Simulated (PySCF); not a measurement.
Molecule: `CN(C)C(=O)N(C)C`, C$_{5}$H$_{12}$N$_{2}$O.

Geometry:
| atom | x (Å) | y (Å) | z (Å) |
| --- | --- | --- | --- |
| C1 | 2.239 | -0.853 | -0.737 |
| N2 | 1.031 | -0.214 | -0.279 |
| C3 | 1.225 | 0.870 | 0.654 |
| C4 | -0.125 | -0.977 | -0.298 |
| O5 | -0.108 | -2.179 | -0.493 |
| N6 | -1.301 | -0.278 | -0.084 |
| C7 | -2.491 | -1.059 | 0.142 |
| C8 | -1.523 | 1.047 | -0.609 |
| H9 | 2.802 | -1.321 | 0.094 |
| H10 | 2.895 | -0.111 | -1.222 |
| H11 | 1.984 | -1.642 | -1.454 |
| H12 | 1.991 | 0.597 | 1.404 |
| H13 | 1.562 | 1.796 | 0.154 |
| H14 | 0.295 | 1.083 | 1.194 |
| H15 | -3.159 | -0.530 | 0.841 |
| H16 | -3.050 | -1.246 | -0.794 |
| H17 | -2.213 | -2.031 | 0.565 |
| H18 | -2.287 | 1.018 | -1.408 |
| H19 | -1.878 | 1.750 | 0.166 |
| H20 | -0.601 | 1.446 | -1.048 |

Geometry PBE0-D3(BJ)/def2-SVP throughout; GIAO in PySCF 2.14, gas phase, one conformer, non-relativistic; equivalent atoms averaged; basis pcSseg-1.

For orientation, KT2 gives these absolute shieldings σ: C4 26.6, C1/C3/C7/C8 144.0, N2/N6 179.2, O5 -5.3, H9/H10/H11/H12/H13/H14/H15/H16/H17/H18/H19/H20 28.47 ppm.

A run gave: C4 4.2, C1/C3/C7/C8 132.6, N2/N6 161.3, O5 -29.6, H9/H10/H11/H12/H13/H14/H15/H16/H17/H18/H19/H20 28.98 ppm (absolute shieldings σ).

Which functional was used in that run?
A. OPBE
B. WP04
C. B97-D
D. wB97X-D

Answers

B. C4 tells them apart best: WP04 gives 4.2, B97-D gives 20.2, wB97X-D gives 15.5, OPBE gives 30.6 ppm.
